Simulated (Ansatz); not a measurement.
Mulliken charges of CH$_{2}$AlFO, SMILES `O=[CH][AlH][F]` from r2SCAN/def2-TZVPP in Ansatz (PBE0-D4/def2-TZVP geometry).

```json
{"atom": "O1", "x (Å)": "-0.179", "y (Å)": "1.892", "z (Å)": "-0.277", "charge (e)": "-0.264"}
{"atom": "C2", "x (Å)": "-0.146", "y (Å)": "0.772", "z (Å)": "-0.735", "charge (e)": "0.015"}
{"atom": "Al3", "x (Å)": "0.139", "y (Å)": "-0.706", "z (Å)": "0.603", "charge (e)": "0.699"}
{"atom": "F4", "x (Å)": "0.196", "y (Å)": "-2.264", "z (Å)": "0.063", "charge (e)": "-0.356"}
{"atom": "H5", "x (Å)": "-0.274", "y (Å)": "0.641", "z (Å)": "-1.836", "charge (e)": "0.042"}
{"atom": "H6", "x (Å)": "0.306", "y (Å)": "-0.400", "z (Å)": "2.136", "charge (e)": "-0.135"}
```

Task: By hand: the dipole of these point charges (1 e Å = 4.8032 D).

Result: Σ q r = (0.020, -0.094, 0.096) e Å, of length 0.136 e Å = 0.65 D.

Task: How does the dipole of the full density compare? (Best estimate.)

Result: Computed: (0.000, -0.127, -0.080) e Å, 0.72 D; the point charges give 0.90 times that, at 78° from its direction.

Point charges leave out the atoms' own dipoles, such as those of lone pairs, and Mulliken's split depends on the basis, so the two needn't agree.
